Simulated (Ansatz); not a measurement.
## Relative stability

The two ends of one reaction step of Si$_{2}$H$_{10}$O$_{3}$, closed shell (PBE0-D4/def2-TZVP).

A:

Si1  (1.238, 1.015, -0.673)
H2  (-0.251, -0.356, 3.548)
O3  (0.884, -0.488, -1.159)
Si4  (0.036, -1.858, -0.822)
H5  (2.438, 1.445, -1.430)
H6  (1.442, 1.069, 0.791)
H7  (-1.442, 1.174, 0.036)
O8  (0.009, 2.084, -0.966)
H9  (-0.201, -0.591, 2.841)
O10  (-1.717, 0.374, 0.504)
H11  (-0.028, -2.099, 0.640)
H12  (-1.319, -1.794, -1.415)
H13  (0.787, -2.975, -1.454)
H14  (-0.111, 2.381, -1.870)
H15  (-1.765, 0.620, 1.431)
(Å)

B:

```
atom    x (Å)    y (Å)    z (Å)
 Si1   0.5506   0.0119  -0.3739
  H2  -0.7243   0.0032   0.3945
  O3   0.7242  -1.5224  -0.9652
 Si4   1.2406  -3.0286  -0.6305
  H5   0.4685   0.8751  -1.5725
  H6   1.7206   0.2889   0.4878
  H7  -0.7652   2.5611   0.6763
  O8   0.1999   2.4814   0.5820
  H9  -2.5388   1.2569   0.5712
 O10  -2.5718   2.1919   0.7976
 H11   2.4907  -2.9925   0.1770
 H12   0.2063  -3.7768   0.1347
 H13   1.5031  -3.7409  -1.9061
 H14   0.4602   3.1585  -0.0459
 H15  -2.9647   2.2324   1.6731
```

Ansatz 0.2.0; basis: def2-TZVPP; cores frozen in the correlated methods. B3LYP uses VWN-RPA correlation.

Question: Which structure is lower at CCSD(T), and by how much? (An estimate is asked for; the value comes from the calculation.)

Answer: The calculation gives: A, by 18.70 kcal/mol (electronic energy, against the other). By their contacts, A is a complex of Si₂H₆O₂ ([OH][SiH2][O][SiH3]) + H₂O + H₂ and B is a complex of Si₂H₆O ([SiH3][O][SiH3]) + H₂O + H₂O.

All methods give the same order:

```json
{"method": "SPW92", "E(B) − E(A) (kcal/mol)": "15.03"}
{"method": "PBE-D4", "E(B) − E(A) (kcal/mol)": "16.63"}
{"method": "BLYP-D4", "E(B) − E(A) (kcal/mol)": "19.16"}
{"method": "r2SCAN-D4", "E(B) − E(A) (kcal/mol)": "19.27"}
{"method": "B97M-V", "E(B) − E(A) (kcal/mol)": "18.67"}
{"method": "PBE0-D4", "E(B) − E(A) (kcal/mol)": "16.93"}
{"method": "B3LYP-D4", "E(B) − E(A) (kcal/mol)": "19.07"}
{"method": "r2SCAN0-D4", "E(B) − E(A) (kcal/mol)": "18.95"}
{"method": "BHLYP-D4", "E(B) − E(A) (kcal/mol)": "19.48"}
{"method": "CAM-B3LYP-D4", "E(B) − E(A) (kcal/mol)": "18.97"}
{"method": "wB97X-V", "E(B) − E(A) (kcal/mol)": "18.53"}
{"method": "wB97M-V", "E(B) − E(A) (kcal/mol)": "18.68"}
{"method": "B2PLYP", "E(B) − E(A) (kcal/mol)": "18.49"}
{"method": "PBE-QIDH", "E(B) − E(A) (kcal/mol)": "17.78"}
{"method": "RPA on PBE", "E(B) − E(A) (kcal/mol)": "18.37"}
{"method": "HF", "E(B) − E(A) (kcal/mol)": "19.07"}
{"method": "MP2", "E(B) − E(A) (kcal/mol)": "19.92"}
{"method": "CCSD", "E(B) − E(A) (kcal/mol)": "18.46"}
{"method": "CCSD(T)", "E(B) − E(A) (kcal/mol)": "18.70"}
```

T1 diagnostic: at most 0.011.

Labels in which every atom is bracketed show which atoms are joined, not bond orders.

For scale, one of the runs: CCSD(T)/def2-TZVPP, 317 basis functions, launched by `ansatz run in.yaml --threads 8 --pin off --events-out ev --progress --plain --max-ram 19148MiB`. The run took 3.2 min on 8 CPU threads of an AMD EPYC 7B13 (shared host), with 12 GiB of host memory at its peak.
